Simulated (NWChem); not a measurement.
**Atomisation of C4H5F**

```
C
H 1 1.1024
H 1 1.1024 2 109.07
C 1 1.5016 2 115.95 3 133.08
F 4 1.3271 1 128.89 2 -64.93
C 4 1.3383 5 133.56 1 180.00
H 6 1.0901 4 134.92 5 0.00
C 6 1.5249 7 133.68 4 180.00
H 8 1.1025 6 115.62 7 64.49
H 8 1.1025 9 108.94 6 132.18
```
Charge 0, spin multiplicity 1.

All runs are NWChem calculations. The geometry was optimised at B3LYP/def2-SVP, a minimum by its harmonic frequencies. It is one conformer; others weren't searched.

Basis set: def2-TZVP. The atomisation energy is electronic alone: no zero-point, thermal, spin-orbit or counterpoise terms. No value is extrapolated to the basis-set limit. Free atoms are single determinants with multiplicities F 2, C 3, H 2. Correlated methods freeze the same cores in atoms and molecule, 5 orbitals in all.

B3LYP has NWChem's definition, with VWN1-RPA local correlation. The structure started from a generated list of species. No SCF solution was tested for a lower state. Open-shell Hartree-Fock references start from PBE0 orbitals.

**Question.** Order these methods by the atomisation energy they give, lowest first: PBE, MP2, TPSS, LC-wPBE (omega 0.3 per bohr).

**Answer.** MP2 (1001.5 kcal/mol), TPSS (1018.9 kcal/mol), LC-wPBE (omega 0.3 per bohr) (1031.6 kcal/mol), PBE (1044.7 kcal/mol)
